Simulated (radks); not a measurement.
Removal energies from the europium ion Eu5+, [Xe] 4f4, by Delta-SCF beside the eigenvalue of the level emptied. All-electron calculation, non-relativistic Kohn-Sham, PBE, spin-polarised, spherical densities, point nucleus. Program: a radial shooting solver on a logarithmic mesh with Libxc functionals. Open shells are filled with parallel spins first.

removed from    final configuration  Delta-SCF (eV)  -eigenvalue (eV)
5p            [Kr] 4d10 4f4 5s2 5p5          87.554            80.479
4f                         [Xe] 4f3          93.631            81.677
5s            [Kr] 4d10 4f4 5s1 5p6          106.56            98.998
4d             [Kr] 4d9 4f4 5s2 5p6          225.07            212.26
